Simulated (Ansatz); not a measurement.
Isolated molecules relaxed with PBE0-D4/def2-TZVP in Ansatz; ΔE leaves out vibrations. CCSD(T)/CBS is the MP2 limit (def2-TZVPP, def2-QZVPP) plus CCSD(T) − MP2 in def2-TZVPP, frozen cores. Each species was taken in one conformer, which may not be the lowest.

Consider the redistribution: `[OH][Al]([Cl])[Cl]` + `N[SiH2]C[SiH2]Cl` → `[OH][Al]([Cl])[SiH2]Cl` + `N[SiH2]CCl`.

```json
{"species": "`[OH][Al]([Cl])[Cl]`", "HF/def2-QZVPP energy (Eh)": "-1236.68539"}
{"species": "`N[SiH2]C[SiH2]Cl`", "HF/def2-QZVPP energy (Eh)": "-1134.55210"}
{"species": "`[OH][Al]([Cl])[SiH2]Cl`", "HF/def2-QZVPP energy (Eh)": "-1526.77771"}
{"species": "`N[SiH2]CCl`", "HF/def2-QZVPP energy (Eh)": "-844.36732"}
```

**Question.** Work out ΔE.

**Answer.** ΔE = (-1526.77771) + (-844.36732) − (-1236.68539) − (-1134.55210) = 0.09246 Eh = +2.52 eV. CCSD(T)/CBS gives +2.44 eV.

Largest T1 diagnostic among the species: 0.011.

From PBE to PBE0 (25 % exact exchange), in def2-TZVPP and without D4, ΔE moves by +0.13 eV. The D4 term adds +0.04 eV with B3LYP and +0.02 eV with PBE0; it sums over pairs of atoms, weighted by their polarisabilities, and B3LYP, whose exchange is more repulsive, gets the larger term.

B3LYP here is the variant with VWN-RPA as its local correlation; programs differ in this.
